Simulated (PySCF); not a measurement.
# Orbital energies and ionisation energy

Compound: hydrogen diatomic, H2.
Structure used (PBE0-D3(BJ)/def2-TZVP), in Å, numbered top down from 1:
```
atom  x, y, z in Å
H1    -0.3333   -0.1587    0.0325
H2     0.3508    0.1299   -0.0447
```

Level: wB97X-D/aug-cc-pVTZ (PySCF). Frontier orbitals with their largest atomic shares (Löwdin; up to four atoms above 4 %):

```json
{"orbital": "HOMO", "ε (eV)": "-14.04", "main atoms": "?"}
{"orbital": "LUMO", "ε (eV)": "1.49", "main atoms": "H1 50 %, H2 50 %"}
{"orbital": "LUMO+1", "ε (eV)": "1.57", "main atoms": "H2 50 %, H1 50 %"}
{"orbital": "LUMO+2", "ε (eV)": "4.53", "main atoms": "H1 50 %, H2 50 %"}
```

**Question.** What vertical ionisation energy does ΔSCF give, and how far is −ε(HOMO) from it?

**Answer.** ΔSCF: 16.35 eV (1577 kJ/mol; threshold wavelength 75.8 nm); ⟨S²⟩ of the doublet left behind is 0.750, against 0.75 for a pure doublet. −ε(HOMO) is 14.04 eV, 2.31 eV below it. For the exact functional −ε(HOMO) would equal the first vertical ionisation energy; wB97X-D (range-separated hybrid) falls short of its own ΔSCF value by 14 %.

**Question.** On which atoms does the HOMO lie?

**Answer.** H1 (hydrogen on hydrogen) 50 %, H2 (hydrogen on hydrogen) 50 %.

**Question.** What total energies stand behind the ΔSCF value?

**Answer.** E(N) = -1.17668 Eh and E(N − 1) = -0.57593 Eh at the same geometry, 0.60075 Eh apart.

**Question.** How many of the 10 lowest singlet excitations (vertical TDDFT, same level) lie below the ionisation energy?

**Answer.** 5; they run from 11.51 to 20.34 eV.

**Question.** What kinetic energy would electrons from this vertical process carry with He II light (40.814 eV)?

**Answer.** 40.81 − 16.35 = 24.46 eV.

**Question.** With α = 5.6 au, estimate the like-pair dispersion coefficient by London's formula C6 = (3/4)α²I.

**Answer.** I = 0.6008 Eh, so C6 ≈ 13.9 au, a rough estimate.

Geometry: PBE0-D3(BJ)/def2-TZVP; no solvent, vibrations or thermal averaging.

The pairwise dispersion term of wB97X-D wasn't added to the energies; at a given geometry it leaves orbitals and properties as they are.
